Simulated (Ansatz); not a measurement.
Basis sets compared for [closo-1-(NH2)B7H6]2- (B7NH8²⁻). Total charge -2; singlet. Geometry PBE-D4/def2-SVPD. Ansatz on 4 threads of Intel Xeon on a shared host; times are rough, and most runs start from earlier orbitals.

```xyz
16

B    -0.9257    0.4974    1.1302
B    -0.3808    1.4511   -0.1249
B    -0.5147   -0.3433   -0.4537
B     1.2299   -0.7123    0.0274
B     0.9559    0.7064   -0.8009
B     0.8757    0.7765    1.0260
B     0.0537   -0.8532    1.2064
H    -1.8896    0.7355    1.8587
H    -0.8672    2.5244   -0.4858
N    -1.4292   -1.0899   -1.4396
H    -1.1963   -0.7915   -2.3945
H    -1.1964   -2.0900   -1.4102
H     2.1235   -1.5310   -0.2045
H     1.6117    1.1306   -1.7563
H     1.6094    1.3743    1.8159
H    -0.0598   -1.7852    2.0058
```

A multiply charged anion in the gas phase is held together partly by the finite basis. At HF/STO-3G, HF/6-31G, PBE-D4/def2-SVPD, PBE-D4/def2-TZVPD and others the highest occupied level of the charge -2 singlet lies above zero (up to 4.21 eV). In Hartree–Fock with 6-31G, STO-3G the lack of diffuse functions raises the level. The electron is either unbound and held by the finite basis, or the level is raised by self-interaction error.

| level | functions | energy (Eh) | HOMO (eV) | LUMO (eV) | wall time |
| --- | --- | --- | --- | --- | --- |
| HF/STO-3G | 48 | -228.7091 | 4.21 | 22.46 | 0.5 s |
| HF/6-31G | 88 | -231.6627 | 1.16 | 13.73 | 1.3 s |
| PBE-D4/def2-SVPD | 224 | -233.0651 | 3.61 | 6.51 | 3.3 s |
| PBE0-D4/def2-SVPD | 224 | -233.1163 | 2.63 | 7.10 | 5.5 s |

Task: Estimate the rows for PBE-D4/def2-TZVPD (with forces), PBE0-D4/def2-TZVPD.

Result: 
```json
{"level": "PBE-D4/def2-TZVPD (with forces)", "functions": "368", "energy (Eh)": "-233.2913", "HOMO (eV)": "3.55", "LUMO (eV)": "5.64", "wall time": "9 s"}
{"level": "PBE0-D4/def2-TZVPD", "functions": "368", "energy (Eh)": "-233.3400", "HOMO (eV)": "2.61", "LUMO (eV)": "6.07", "wall time": "12 s"}
```
